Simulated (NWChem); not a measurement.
Species: SiHSCl2F; SMILES [Si](S)(F)(Cl)Cl

```xyz
6

F     -0.0247     0.1551     1.8606
Si    -0.0076     0.0142     0.2642
S      0.7942    -1.8554    -0.3418
Cl    -1.9347     0.0977    -0.4129
Cl     1.0701     1.6174    -0.4290
H      2.0274    -1.6251     0.1635
```
Atoms are numbered in this order, from 1.

Program: NWChem. Pople sets run with spherical d functions. The geometry was optimised at B3LYP/6-31G* (spherical d). GIAO values for the isolated, static molecule; σ is the absolute isotropic shielding, δ = σ(reference) − σ with the isolated reference molecule computed at the same levels (19F: trichlorofluoromethane, 1H: tetramethylsilane, 29Si: tetramethylsilane).

```tsv
level	δ F1 (ppm)	δ Si2 (ppm)	σ S3 (ppm)	σ Cl4 (ppm)	σ Cl5 (ppm)	δ H6 (ppm)
Hartree-Fock/6-31G*	-59.4	20.5	703.9	921.2	900.0	1.23
KT2/pcSseg-1	-103.8	11.4	620.5	790.8	754.6	1.86
PBE/pcSseg-1	-98.4	11.3	603.1	780.8	745.0	1.79
```
